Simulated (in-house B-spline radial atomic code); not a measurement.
Configurations of Hf2+, with energies counted from [Xe] 4f14 (5d3/2)2. Method: Dirac-Hartree-Fock, average of each configuration as written, Fermi nucleus of rms radius 5.347 fm. Calculated with a B-spline radial code for spherical atoms. Energies include first-order Breit, QED and recoil terms.

Occupations are held fixed; configurations that lie above the ionisation limit could autoionise.

```tsv
configuration	E - E(ref) (eV)	highest orbital	its <r> (bohr)
[Xe] 4f14 (5d5/2)2	0.83434	5d5/2	2.134
[Xe] (4f5/2)5 (4f7/2)8 (5d3/2)2 (5d5/2)1	16.669	5d5/2	2.018
[Xe] (4f5/2)6 (4f7/2)7 (5d3/2)1 (5d5/2)1 8s1	31.406	8s1/2	10.01
[Xe] (4f5/2)6 (4f7/2)7 (5d5/2)2 (9g9/2)1	36.663	9g9/2	37.1
[Xe] (4f5/2)5 (4f7/2)8 (5d3/2)1 (5d5/2)1 (8g7/2)1	37.353	8g7/2	28.62
[Kr] 4d10 4f14 5s2 (5p1/2)2 (5p3/2)3 (5d3/2)1 (5d5/2)1 8s1	48.755	8s1/2	10.06
[Kr] 4d10 4f14 5s2 (5p1/2)1 (5p3/2)4 (5d5/2)2 (6f7/2)1	57.445	6f7/2	10.1
```

Question: Order these further configurations by energy, lowest first.
A. [Xe] 4f14 (5d3/2)1 (5d5/2)1
B. [Xe] 4f14 (5d3/2)1 (5g9/2)1
C. [Kr] 4d10 4f14 5s2 (5p1/2)1 (5p3/2)4 (5d5/2)2 (8f7/2)1
D. [Xe] (4f5/2)5 (4f7/2)8 (5d3/2)2 9s1
E. [Xe] 4f14 (5d5/2)1 (8p1/2)1

Answer: A (0.53213 eV), B (16.064 eV), E (16.196 eV), D (34.521 eV), C (59.917 eV).

Question: How far above the reference does [Xe] 4f14 (5d3/2)1 (6d5/2)1 lie?

Answer: 11.559 eV; its least bound orbital is 6d5/2 with <r> = 5.671 bohr.

Question: How far above the reference does [Xe] (4f5/2)6 (4f7/2)7 (5d5/2)2 (6g9/2)1 lie?

Answer: 34.771 eV; its least bound orbital is 6g9/2 with <r> = 14.63 bohr.
